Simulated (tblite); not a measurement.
Compound: C4H7F4Si (doublet state).
Numbering: `[CH3:1][CH2:2][C:3]([CH2:4][F:5])[Si:6]([F:7])([F:8])[F:9]` (hydrogens: H10, H11, H12 on C1; H13, H14 on C2; H15, H16 on C4)

Structure optimised with GFN2-xTB, isolated species. This method treats the open shell by occupation alone, without spin polarisation.

List the bond lengths, angles and torsions at this level.

| bond | length (Å) | order |
| --- | --- | --- |
| C1–C2 | 1.520 | single |
| C2–C3 | 1.485 | single |
| C3–C4 | 1.491 | single |
| C4–F5 | 1.371 | single |
| C3–Si6 | 1.835 | single |
| Si6–F7, Si6–F8, Si6–F9 | 1.591 | single |
| C1–H10, C1–H11, C1–H12 | 1.087 | single |
| C2–H13, C2–H14 | 1.099 | single |
| C4–H15, C4–H16 | 1.099 | single |

Bonds in one row agree within 0.01 Å and their mean is given. Orders are formal, as drawn. A selection of angles:
| angle | degrees |
| --- | --- |
| C1–C2–C3 | 114.6 |
| C2–C3–C4 | 117.0 |
| C2–C3–Si6 | 124.7 |
| C4–C3–Si6 | 118.3 |
| C3–C4–F5 | 112.2 |
| C3–Si6–F7 | 117.0 |
| C3–Si6–F9 | 110.4 |
| F7–Si6–F8 | 102.2 |
| F7–Si6–F9 | 104.5 |

Torsions: C1–C2–C3–C4 178° (antiperiplanar); C2–C3–C4–F5 5° (synperiplanar); C2–C3–Si6–F7 -60° (synclinal). The mirror-image conformer, all signs reversed, is as good.

Of the pairs four or more bonds apart, Si6···H11 is among the closest relative to their van der Waals radii: 3.02 Å, 91 % of the sum of Bondi's values. Si6 (silicon bonded to C and 3 F) is distorted tetrahedral (angles from 102.2° to 117.0°). All 3 F–Si bonds measure 1.591 to 1.592 Å. C3 (carbon bonded to 2 C and Si) is planar (angles 124.7°, 118.3° and 117.0°, sum 360.0°, 0.00 Å off the plane of its three neighbours). The 3 C–C bonds span 1.485 Å (C2–C3, drawn single) to 1.520 Å (C1–C2, drawn single), a spread of 0.035 Å.

Point group: near Cs, missed by 0.22 Å at most; the miss may be what the optimiser left on a soft mode. Its lowest GFN2-xTB frequency is 10 cm⁻¹, too small to tell a flat minimum from a shallow saddle.

These are computed values.
